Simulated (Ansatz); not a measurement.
CH9FSi3 can be A, `FC[SiH]([SiH3])[SiH3]`, or B, `F[SiH]([SiH3])C[SiH3]`.

Computed with Ansatz on PBE0-D4/def2-TZVP structures; ΔE is electronic, products minus reactants. CCSD(T)/CBS adds triple-zeta CCSD(T) − MP2 to the extrapolated MP2 energy (def2 sets, frozen cores). DFT in def2-TZVPP. B3LYP here is the variant with VWN-RPA as its local correlation; programs differ in this. Each species was taken in one conformer, which may not be the lowest.

A:

```xyz
14

F     0.1724   -1.3585   -1.9948
C    -0.0128    0.0190   -1.9432
Si   -0.0815    0.6017   -0.1274
Si    1.9355    0.1152    0.9544
Si   -1.8873   -0.3981    0.9746
H     0.8138    0.4942   -2.4811
H    -0.9415    0.2577   -2.4716
H    -0.2805    2.0812   -0.1640
H     1.9195    0.6924    2.3256
H     2.1231   -1.3556    1.0582
H     3.0841    0.6950    0.2055
H    -1.6786   -1.8660    1.0797
H    -2.0107    0.1658    2.3460
H    -3.1557   -0.1441    0.2380
```

B:

```xyz
14

F    -1.098    2.279    1.152
Si   -0.328    1.271    0.161
Si    1.768    0.777    1.092
C    -1.371   -0.247   -0.090
Si   -0.561   -1.583   -1.128
H    -0.168    1.982   -1.137
H     2.598    0.061    0.085
H     1.618   -0.095    2.289
H     2.468    2.028    1.488
H    -1.617   -0.677    0.887
H    -2.313    0.050   -0.565
H     0.594   -2.162   -0.392
H    -0.062   -1.016   -2.410
H    -1.527   -2.669   -1.433
```

Problem. Which is lower in electronic energy at CCSD(T)/CBS, and by how much? (Best estimate.)

Solution. The calculation gave: B, by 244.8 kJ/mol.

Problem. Give E(B) − E(A) in kJ/mol with B3LYP, MP2/def2-TZVPP, B3LYP-D4, HF/def2-TZVPP, CCSD(T)/def2-TZVPP, r2SCAN-D4, PBE-D4. (Best estimate.)

Solution. The calculation gave: B3LYP -229.2, MP2/def2-TZVPP -256.9, B3LYP-D4 -231.4, HF/def2-TZVPP -246.8, CCSD(T)/def2-TZVPP -240.1, r2SCAN-D4 -233.9, PBE-D4 -212.7. None reverses the order clearly.

Largest T1 diagnostic: 0.013.

From PBE to PBE0 (25 % exact exchange), in def2-TZVPP and without D4, E(B) − E(A) moves by −10.9 kJ/mol.
